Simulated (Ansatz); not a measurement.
Wavefunction ladder for `CC1=CC(C)=[O+][B-](O)(Cl)O1`

```csv
atom,x (Å),y (Å),z (Å)
C1,2.3047,1.3714,-0.0681
C2,1.0789,0.5577,0.1226
C3,-0.0681,0.7380,-0.6381
C4,-1.0814,-0.2041,-0.5281
C5,-2.2510,-0.2354,-1.4405
O6,-1.0488,-1.1281,0.3583
B7,-0.0916,-1.0523,1.5362
O8,0.1957,-2.3063,2.0506
Cl9,-0.8615,0.0524,2.7990
O10,1.1546,-0.3511,1.0219
H11,2.2290,2.0312,-0.9300
H12,3.1687,0.7124,-0.1747
H13,2.4668,1.9682,0.8343
H14,-0.1119,1.5072,-1.3933
H15,-3.1498,-0.0148,-0.8575
H16,-2.1585,0.4852,-2.2506
H17,-2.3721,-1.2420,-1.8458
H18,0.5964,-2.8897,1.4037
```

Total charge 0; spin multiplicity 1. All single points use the PBE0-D4/def2-TZVP geometry. It is one conformer, not always the lowest. Frozen core, restricted reference, the Gaussian-basis code of Ansatz. CBS rows extrapolate triple and quadruple zeta; past MP2 they add the triple-zeta difference.

| basis | HF (Eh) | MP2 corr. | CCSD corr. | (T) | CCSD(T) total |
| --- | --- | --- | --- | --- | --- |
| def2-SVP | ? | -1.42710 | ? | -0.04878 | ? |
| def2-TZVPP | ? | -1.79854 | -1.84800 | -0.08258 | ? |
| def2-QZVPP | -903.16034 | ? | – | – | – |
| CBS(def2) | -903.16479 | -2.03308 | -2.08254 | as TZ | -905.32991 |

Question: Fill in the withheld values. (Best estimate.)

Answer: Ansatz gave: def2-SVP HF (Eh): -902.45923; def2-SVP CCSD corr.: -1.49355; def2-SVP CCSD(T) total: -904.00156; def2-TZVPP HF (Eh): -903.12803; def2-TZVPP CCSD(T) total: -905.05861; def2-QZVPP MP2 corr.: -1.93328.
